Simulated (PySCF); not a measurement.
Species: C4H5N2O (charge -1).
Atom-mapped SMILES: `[CH3:1][O:2][c:3]1[cH:4][n:5][cH:6][n-:7]1` (hydrogens: H8, H9, H10 on C1; H11 on C4; H12 on C6)

The same species was optimised twice, with GFN2-xTB and with PBE0-D3(BJ)/def2-SVP (PySCF), and the same property calculations (PySCF, gas phase) were run on both structures.

| coordinate | GFN2-xTB | PBE0-D3(BJ)/def2-SVP | change |
| --- | --- | --- | --- |
| O2–C3 (Å) | 1.401 | 1.377 | -0.024 |
| C3–C4 (Å) | 1.375 | 1.392 | +0.017 |
| C6–N7 (Å) | 1.340 | 1.354 | +0.014 |
| C3–N7 (Å) | 1.353 | 1.343 | -0.010 |
| N5–C6 (Å) | 1.328 | 1.335 | +0.007 |
| C1–O2 (Å) | 1.394 | 1.388 | -0.006 |
| C4–N5 (Å) | 1.365 | 1.369 | +0.004 |
| C1–O2–C3 (°) | 112.6 | 114.4 | +1.8 |
| O2–C3–N7 (°) | 123.2 | 122.7 | -0.5 |
| C4–C3–N7 (°) | 110.2 | 110.7 | +0.5 |
| C3–C4–N5 (°) | 108.1 | 107.7 | -0.4 |
| C3–N7–C6 (°) | 102.2 | 102.0 | -0.2 |
| O2–C3–C4 (°) | 126.6 | 126.6 | 0.0 |
| N5–C6–N7 (°) | 116.3 | 116.3 | 0.0 |
| C4–N5–C6 (°) | 103.2 | 103.2 | 0.0 |
| C1–O2–C3–C4 (°) | 180 | 176 | -4 |

Rotational constants: A = 8084, B = 2162, C = 1724 MHz (GFN2-xTB) against A = 8090, B = 2158, C = 1722 MHz (PBE0-D3(BJ)/def2-SVP). Atoms that the bonding makes alike are paired by their places after alignment.

On the GFN2-xTB structure: HOMO (eV) -0.21 [PBE0/pcSseg-1]; LUMO (eV) 5.68 [PBE0/pcSseg-1]; GIAO shielding of C1 (ppm) 131.4 [PBE0/pcSseg-1]; GIAO shielding of O2 (ppm) 278.8 [PBE0/pcSseg-1]; GIAO shielding of C3 (ppm) 23.3 [PBE0/pcSseg-1]; GIAO shielding of C4 (ppm) 83.1 [PBE0/pcSseg-1]; GIAO shielding of N5 (ppm) -21.3 [PBE0/pcSseg-1]; GIAO shielding of C6 (ppm) 50.0 [PBE0/pcSseg-1]; GIAO shielding of N7 (ppm) 7.8 [PBE0/pcSseg-1].

Problem. What do these properties become on the PBE0-D3(BJ)/def2-SVP structure?

Solution. 
```
                                    property          level  on GFN2-xTB  on PBE0-D3(BJ)/def2-SVP  change
                                   HOMO (eV)  PBE0/pcSseg-1        -0.21                    -0.12   +0.09
                                   LUMO (eV)  PBE0/pcSseg-1         5.68                     5.61   -0.07
energy, GFN2-xTB geometry as zero (kcal/mol)  PBE0/pcSseg-1          0.0                     -0.4    -0.4
                  GIAO shielding of C1 (ppm)  PBE0/pcSseg-1        131.4                    131.2    -0.2
                  GIAO shielding of O2 (ppm)  PBE0/pcSseg-1        278.8                    279.9    +1.1
                  GIAO shielding of C3 (ppm)  PBE0/pcSseg-1         23.3                     24.0    +0.7
                  GIAO shielding of C4 (ppm)  PBE0/pcSseg-1         83.1                     82.0    -1.1
                  GIAO shielding of N5 (ppm)  PBE0/pcSseg-1        -21.3                    -26.9    -5.6
                  GIAO shielding of C6 (ppm)  PBE0/pcSseg-1         50.0                     48.6    -1.4
                  GIAO shielding of N7 (ppm)  PBE0/pcSseg-1          7.8                      6.7    -1.1
```

The heavy atoms differ by 0.022 Å rms after alignment. Among bonds between heavy atoms O2–C3 changes most (-0.024 Å). Changes are differences of the printed values. Neither structure is proved a minimum here. Geometry: PBE0-D3(BJ)/def2-SVP, one conformer, isolated ion. The geometry's basis has no diffuse functions, a weakness for an anion.

Conformer computed: `[CH3:1][O:2][c:3]1[cH:4][n:5][cH:6][n-:7]1`: C1–O2–C3–C4 176°.
